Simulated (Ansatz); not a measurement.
TePb3Cl4⁻. The state is a doublet with charge -1. Geometry r2SCAN-D4/def2-SVP, that of the neutral singlet; atoms count from 1.

Cartesian coordinates in Å:
```
Pb 1.761 -0.359 1.292
Pb -0.116 1.843 -1.221
Pb -1.726 -1.383 0.077
Te -0.876 1.081 1.601
Cl -2.469 0.463 -1.913
Cl 0.204 -2.673 1.667
Cl 2.498 1.922 -0.181
Cl 0.724 -0.894 -1.324
```

In the def2 sets Pb, Te take a core potential; there is no spin–orbit coupling. The highest occupied level of the charge -1 doublet lies above zero (up to 0.16 eV). By energy differences its removal costs 1.09 eV (vertical, to the charge 0 singlet, at PBE0-D4/def2-TZVPD); a positive level beside a positive removal energy at the same level points to self-interaction error. Another isomer (singlet) lies 0.02 eV lower at r2SCAN-D4/def2-TZVP; other spin states weren't run for this one.

(1) Estimate the Mulliken populations from the PBE0/def2-TZVPD orbitals of Ansatz.

(2) Where does the spin sit?

(3) And the Mayer bond orders between bonded heavy atoms (over 0.3)?

Results:

(1) 
```
atom  charge (e)  spin (α − β)
 Pb1        0.61          0.35
 Pb2        0.61          0.35
 Pb3        0.61          0.35
 Te4       -0.47         -0.06
 Cl5       -0.60          0.00
 Cl6       -0.60          0.00
 Cl7       -0.60          0.00
 Cl8       -0.54          0.03
```
Mulliken values and Mayer orders depend strongly on the basis. With diffuse functions, as here, like atoms can get unlike values, and bond orders can come out too low or too high.

(2) Summed by element: Pb 1.04, Te -0.06, Cl 0.02, of 1 unpaired in all. Largest on single atoms: Pb2 0.35, Pb1 0.35, Pb3 0.35.

(3) Pb1–Te4 0.71 (3.02 Å); Pb1–Cl6 0.34 (2.81 Å); Pb1–Cl7 0.34 (2.81 Å); Pb2–Te4 0.71 (3.02 Å); Pb2–Cl5 0.34 (2.81 Å); Pb2–Cl7 0.34 (2.81 Å); Pb3–Te4 0.71 (3.02 Å); Pb3–Cl5 0.34 (2.81 Å); Pb3–Cl6 0.34 (2.81 Å).
